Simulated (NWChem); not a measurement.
# AlNH$_{2}$Br$_{2}$; SMILES [Br][Al]([Br])[NH2]

```xyz
6

Al     0.0000     0.0000     0.6588
Br    -1.9641     0.0000    -0.4582
Br     1.9641     0.0000    -0.4582
N      0.0000     0.0000     2.4266
H      0.8423     0.0000     3.0057
H     -0.8423     0.0000     3.0057
```
Atoms are numbered in this order, from 1.

All runs: NWChem. Structure relaxed at the PBE-D3(BJ)/def2-SVP level. Field at 589 nm.

Problem. What does the run give for B3LYP/aug-cc-pVDZ? Quantities: isotropic polarisability (bohr³); anisotropy (bohr³).

Solution. 
```yaml
isotropic polarisability (bohr³): 79.9
anisotropy (bohr³): 28.2
```
